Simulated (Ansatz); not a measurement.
Abstraction of F: C2H3FSi + C4H9 → C2H3Si + C4H9F

Gas-phase species: C2H3FSi `C#C[SiH2]F`, singlet; C4H9 (2-butyl radical) `C[CH]CC`, doublet; C2H3Si `C#C[SiH2]`, doublet; C4H9F (2-fluorobutane) `CCC(C)F`, singlet. A radical takes F: the energy is the difference in strength between the Si–F bond broken and the C–F bond made.

Shapes, held fixed at every level: PBE0-D4/def2-TZVP. Flexible molecules stand in one conformer, not always the lowest. Programs: Ansatz 0.2.0. The zero-point and thermal change to 298 K, harmonic and unscaled (PBE0-D4/def2-TZVP), is +4.8 kJ/mol.

Question: Estimate ΔH(298 K) of this reaction.

Answer: The highest level, CCSD(T)/CBS estimate, gives ΔH(298 K) = +155.7 kJ/mol; the levels span +126.4 to +176.1. The column of differences is taken from that level and isn't an error. No measured value is set beside it here. Spin contamination: C2H3Si (⟨S²⟩ up to 0.85). Open shells run unrestricted. The CBS estimate extrapolates MP2 from def2-TZVPP and def2-QZVPP and adds CCSD(T) − MP2 in the triple-zeta set, cores frozen.

```
                level                   kind  ΔH(298 K) (kJ/mol)  less CCSD(T)/CBS estimate
        HF/def2-TZVPP           Hartree–Fock              +176.1                      +20.4
  B3LYP-D4/def2-TZVPP          global hybrid              +149.7                       -6.0
r2SCAN0-D4/def2-TZVPP          global hybrid              +153.9                       -1.8
    B2PLYP/def2-TZVPP          double hybrid              +155.4                       -0.3
        CCSD/def2-SVP  coupled cluster or CI              +126.4                      -29.3
   CCSD(T)/def2-TZVPP  coupled cluster or CI              +150.2                       -5.5
 CCSD(T)/CBS estimate  coupled cluster or CI              +155.7                        0.0
```
